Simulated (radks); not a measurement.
Problem. Ce0.3+, 57.7 electrons, occupied as [Xe] 4f1 5d1 6s(up 1, down 0.7) (fractional occupations, a model configuration). All-electron calculation, scalar-relativistic Kohn-Sham, LDA (Slater exchange, Perdew-Wang correlation), spin-polarised, spherical densities, point nucleus; open shells are filled with parallel spins first (spin-orbit coupling, left out, can overturn this in heavy ions). Program: a radial shooting solver on a logarithmic mesh with Libxc functionals. Some entries of the table are withheld. Estimate them.

orbital  occ.  eigenvalue (eV)  <1/r> (bohr^-1)  r(max) (bohr)
1s up       1        -40231.50            63.29        0.01575
1s down     1        -40231.50            63.29        0.01575
2s up       1        -6444.103            14.59        0.08915
2s down     1        -6444.068            14.59        0.08914
2p up       3        -5774.368            13.82        0.07169
2p down     3        -5774.341            13.82        0.07169
3s up       1        -1388.565            5.292         0.2549
3s down     1        -1388.283            5.293         0.2549
3p up       3        -1175.549            5.014         0.2495
3p down     3        -1175.268            5.014         0.2494
3d up       5        -872.1399            4.758         0.2051
3d down     5        -871.9076            4.759         0.2051
4s up       1        -282.2168            2.213         0.5930
4s down     1        -281.4512            2.213         0.5930
4p up       3        -212.6238            2.041         0.6192
4p down     3        -211.8537            2.041         0.6191
4d up       5        -112.4385            1.779         0.6523
4d down     5        -111.6610            1.779         0.6522
5s up       1         -42.7180           0.8767          1.367
5s down     1         -41.9669           0.8764          1.368
5p up       3         -25.2857           0.7459          1.542
5p down     3         -24.5412           0.7458          1.542
4f up       1          -7.6159              (1)         0.7089
4f down     0          -6.8313              (2)         0.7087
6s up       1          -5.4884           0.3052          3.608
5d up       1          -5.0407           0.4604          2.170
6s down   0.7          -4.9937           0.2963          3.674
5d down     0          -4.3667           0.4528          2.174

Solution. 
(1) 4f up <1/r> (bohr^-1): 1.212
(2) 4f down <1/r> (bohr^-1): 1.211
